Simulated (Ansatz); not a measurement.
Frontier orbitals of `[F][Ga]([F])[SeH]`.

The species carries charge 0 and has multiplicity 1. Correlated methods include outer-core shells of Ga, Se, which these sets cover unevenly. Scalar relativity is left out up to krypton. The geometry is a stationary point of PBE0-D4/def2-TZVP. It is one conformer, not always the lowest. Basis def2-TZVPP, Ansatz.

| functional | HOMO (eV) | LUMO (eV) | gap (eV) |
| --- | --- | --- | --- |
| PBE | -6.98 | -2.67 | 4.31 |
| B97M-V | -7.31 | -2.47 | 4.84 |
| PBE0 | -8.17 | -1.75 | 6.42 |
| r2SCANh | -7.72 | -2.06 | 5.66 |
| HSE06 (plane-wave form) | -7.77 | -2.11 | 5.66 |
| LC-ωPBE | -10.81 | 0.51 | 11.32 |
| ωB97M-V | -10.32 | 0.15 | 10.47 |
| HF | -10.75 | 1.64 | 12.39 |

**Question.** What is the vertical ionisation energy at frozen-core CCSD(T)/def2-TZVPP? (Best estimate.)

**Answer.** The calculation gave: 10.48 eV (T1 of the cation 0.015).

A quarter of exact exchange (PBE0) shifts PBE's HOMO by −1.19 eV and its LUMO by +0.93 eV; full exchange at long range (ωB97M-V) shifts them by −3.33 and +2.83 eV. The gap opens from 4.31 to 10.47 eV, since occupied levels lose self-interaction and empty ones feel all the electrons. A positive LUMO is unbound and depends on the basis. −ε(HOMO) differs from that ionisation energy by −3.50 eV with PBE and −0.16 eV with ωB97M-V.

LC-ωPBE has ω = 0.4 bohr⁻¹.
